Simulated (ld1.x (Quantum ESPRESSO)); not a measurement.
**Before and after: TM potential for Sr**

```
Element                 : strontium
Generator               : ld1.x (Quantum ESPRESSO) 7.5
Type                    : norm-conserving Troullier–Martins (Kleinman–Bylander form)
Functional              : PBE
Relativity              : scalar-relativistic
Frozen core             : [Ar] 3d10
Valence charge          : 10
Reference configuration : 4s2 4p6 4d0 5s2 5p0
Partial waves           : 4p (bound): rc 2.20 bohr; 4d (bound, empty): rc 3.80 bohr; 4f channel at -0.1 Ry: rc 3.40 bohr; 4s (bound): rc 1.20 bohr
Local potential         : the s channel
Core correction         : none
```

Occupied shells without a wave of their own: 5s. They enter only through the test configuration that unscreens the potential.

Change: core correction a·sin(br)/r model core inside 0.74 bohr (5s counted twice).

Cutoffs: the cutoffs (Ry, on a coarse ladder) from which the occupation-weighted sum of valence levels, in a spherical-Bessel basis at the reference potential, stays within 10 and 1 mRy of its value at 400 Ry; they do not see the model core or the augmentation charge, which bear on the density cutoff. Errors are all-electron minus pseudo energies relative to the spin-unpolarised reference configuration.

Problem. How do hardness, ghosts and transferability respond?

Solution. The potential gets neither clearly harder nor softer (70 Ry and 120 Ry → 70 Ry and 120 Ry); both files keep a bound ghost (d, p); of the 7 tests that both files solve, the error grows in 6 and shrinks in 1 by more than 15 % and 0.3 meV (median size 34.2 → 45.9 meV). In the changed file ld1.x takes every shell without a wave as core, so the model core holds the 5s electrons as well and exchange and correlation see them twice. This cancels in the reference configuration, but the file is broken for other ones, and its errors say nothing about a proper core correction. A model core, the more so a compact one, raises the density cutoff, which this test does not measure.

| quantity | base | changed |
| --- | --- | --- |
| cutoff, loose | 70 Ry | 70 Ry |
| cutoff, tight | 120 Ry | 120 Ry |
| bound ghosts | d, p | d, p |
| error for 4s2 4p6 4d0 5s1 5p0, meV [ΔE 5.89 eV] | -34 | -173 |
| error for 4s2 4p6 4d0 5s0 5p0, meV [ΔE 16.89 eV] | -94 | -701 |
| error for 4s2 4p6 4d0 5s1.5 5p0, meV [ΔE 2.34 eV] | -15 | -46 |
| error for 4s2 4p6 4d1 5s0 5p0, meV [ΔE 7.65 eV] | -42 | -329 |
| error for 4s2 4p6 4d0.5 5s1.5 5p0, meV [ΔE 1.15 eV] | -8.5 | -13 |
| error for 4s2 4p5 4d0 5s2 5p0, meV [ΔE 28.31 eV] | +111 | +38 |
| error for 4s2 4p6 4d1 5s1 5p0, meV [ΔE 2.32 eV] | -12 | -30 |
| s: phases at 4.08 bohr within 0.05 rad from the reference energy up to (Ry; the scan ends near 5) | 1.7 | 1.7 |
| p: phases at 4.08 bohr within 0.05 rad from the reference energy up to (Ry; the scan ends near 5) | -0.9 | -0.9 |
| d: phases at 4.08 bohr within 0.05 rad from the reference energy up to (Ry; the scan ends near 5) | 0.7 | 0.7 |
| f: phases at 4.08 bohr within 0.05 rad from the reference energy up to (Ry; the scan ends near 5) | 2.2 | 2.2 |

 A true bound ghost makes a file unfit for plane-wave use even where its test errors are small: the radial tests pick states by their node count and pass the ghost by.
